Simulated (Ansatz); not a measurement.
Cost and result for the atomization energy of C2H9AlOSi, SMILES `C[SiH](C)[AlH][OH]` (14 atoms, 13 bonds).

Z-matrix (Å, degrees):
```
C
Si 1 1.881
H 1 1.093 2 110.8
H 1 1.093 2 110.8 3 -120.1
H 1 1.092 2 111.0 3 120.4
C 2 1.886 1 110.3 3 58.2
Al 2 2.455 1 111.9 3 -176.5
H 2 1.499 1 108.1 3 -58.7
H 6 1.093 2 110.5 1 -58.2
H 6 1.093 2 111.1 1 61.5
H 6 1.092 2 111.4 1 -178.2
O 7 1.704 2 115.9 1 10.6
H 7 1.596 2 126.7 1 -169.8
H 12 0.956 7 122.6 2 178.8
```

Charge 0, multiplicity 1. The structure was optimised at the PBE0-D4/def2-TZVP level. It is one conformer, not always the lowest. Program: Ansatz. All runs use 4 threads of an Intel Xeon Platinum 8488C on a shared host. Times are those of one run each, without the atoms' runs, and a repeat can differ threefold. Electronic energies, without spin–orbit coupling; frozen cores. CCSD(T)/CBS adds CCSD(T) − MP2 in def2-TZVPP to the MP2 limit, and its time is that of the two runs behind it. T1 = 0.012. B3LYP takes the VWN-RPA correlation (the form of Gaussian; ORCA's B3LYP/G). HSE06 is the plane-wave form, built on full-range PBE exchange.

CCSD(T)/CBS is a level of theory with its own doubt, some kJ/mol a heavy atom from the limit and from the frozen cores, so smaller differences don't rank the functionals.

| level | functions | atomization (kcal/mol) | difference from CCSD(T)/CBS | per bond |
| --- | --- | --- | --- | --- |
| PBE-D4/def2-TZVPP (with forces) | 303 | 1189.8 | 3.5 | 0.3 |
| MP2/def2-QZVPP | 581 | 1183.0 | -3.3 | -0.2 |
| PBE0-D4/def2-TZVPP | 303 | 1178.1 | -8.2 | -0.6 |
| HSE06-D4/def2-TZVPP | 303 | 1178.7 | -7.6 | -0.6 |
| CCSD(T)/def2-TZVPP | 303 | 1157.5 | -28.8 | -2.2 |
| BHLYP-D4/def2-TZVPP | 303 | 1158.2 | -28.1 | -2.2 |
| r2SCANh-D4/def2-TZVPP | 303 | 1180.8 | -5.5 | -0.4 |
| B2PLYP/def2-TZVPP | 303 | 1169.6 | -16.7 | -1.3 |
| ωB97M-V/def2-TZVPP (with forces) | 303 | 1185.0 | -1.3 | -0.1 |
| CCSD(T)/def2-SVP | 123 | 1118.5 | -67.8 | -5.2 |
| CCSD(T)/CBS(def2) | – | 1186.3 | 0.0 | 0.0 |
| CAM-B3LYP-D4/def2-TZVPP | 303 | 1187.1 | 0.8 | 0.1 |
| B3LYP-D4/def2-TZVPP (with forces) | 303 | 1181.5 | -4.8 | -0.4 |

Question: Order the runs by time, with rough figures. (Estimate.)

Answer: Computed: PBE-D4/def2-TZVPP (with forces) 2.2 s; PBE0-D4/def2-TZVPP 2.8 s; BHLYP-D4/def2-TZVPP 2.9 s; HSE06-D4/def2-TZVPP 3.3 s; CAM-B3LYP-D4/def2-TZVPP 3.5 s; r2SCANh-D4/def2-TZVPP 4.2 s; B3LYP-D4/def2-TZVPP (with forces) 4.6 s; CCSD(T)/def2-SVP 4.7 s; B2PLYP/def2-TZVPP 5.5 s; ωB97M-V/def2-TZVPP (with forces) 9.5 s; MP2/def2-QZVPP 24 s; CCSD(T)/def2-TZVPP 6.2 min; CCSD(T)/CBS(def2) 6.6 min.

Leaving LDA and LC-ωPBE aside and taking each functional with its dispersion term where it has one, the values spread over 31.6 kcal/mol, from BHLYP-D4 to PBE-D4. LDA lies +140.8 kcal/mol from PBE without D4, its usual overbinding. The D4 term adds +10.4 kcal/mol with B3LYP and +5.6 kcal/mol with PBE0; it sums over pairs of atoms, weighted by their polarisabilities, and B3LYP, whose exchange is more repulsive, gets the larger term. From PBE to PBE0 (25 % exact exchange), in def2-TZVPP and without D4, the atomization energy moves by −10.9 kcal/mol: exact exchange takes away binding that semilocal exchange gives to molecules.
